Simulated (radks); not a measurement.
The numbers below are computed, except where a source is named.
Numerical settings for neutral caesium, [Xe] 6s1. Level of theory: Dirac Kohn-Sham, PBE, spin-unpolarised, spherical densities, finite nucleus; Fermi nuclear charge, rms radius 4.8041 fm (a radial shooting solver on a logarithmic mesh with Libxc functionals). The defaults (mesh step 0.008 in ln r, mesh end at 40 bohr or more with all orbitals vanishing there, Anderson mixing 0.5 over 9 steps, residual threshold near 1e-9 with the energy settled to 1e-9 hartree or 1e-11 of itself, here a cap of 87 iterations) give E = -7789.9785 hartree and 6s1/2 at -2.086 eV in 14 iterations. Run on one thread of a shared host, so times are rough (Arm Neoverse N1): 0.18 s of CPU time, 0.18 s wall, 14 iterations on 2440 mesh points. Changes against that run (0 stands for a change within the tolerance of the run):

| setting | iterations | converged | E (mhartree) | e(6s1/2) (meV) | CPU (s) |
|---|---|---|---|---|---|
| mesh step in ln r 0.02 | 13 | yes | +0.000594 | 0 | 0.08 |
| mesh step in ln r 0.012 | 13 | yes | 0 | 0 | 0.12 |
| mesh step in ln r 0.08 | 44 | no | diverged | - | 0.23 |
| mesh end (bohr) 3 | 13 | level above zero | +4.11e+03 | +6.91e+04 | 0.12 |
| mesh end (bohr) 8 | 13 | yes | +32.9 | +1.38e+03 | 0.15 |
| residual threshold 0.01 | 8 | yes | 0 | +0.631 | 0.13 |
| residual threshold 1e-13 | 32 | yes | 0 | 0 | 0.29 |
| mixing 1.5 | 14 | yes | 0 | 0 | 0.19 |
| linear mixing, mixing 0.5 | 30 | yes | 0 | 0 | 0.3 |
| linear mixing, mixing 0.8 | 35 | yes | 0 | 0 | 0.36 |
| mixing history 20 | 16 | yes | 0 | 0 | 0.2 |
| iteration cap 5 | 5 | no | +0.0019 | +18.9 | 0.08 |

Settled on a wrong energy, with an occupied level pushed above zero by the early mesh end: mesh end (bohr) 3 (+4.11 hartree). Apart from these: settings that end as converged yet miss the energy by more than 1 mhartree: mesh end (bohr) 8 (+0.0329 hartree). A mesh that ends early acts as a hard wall.
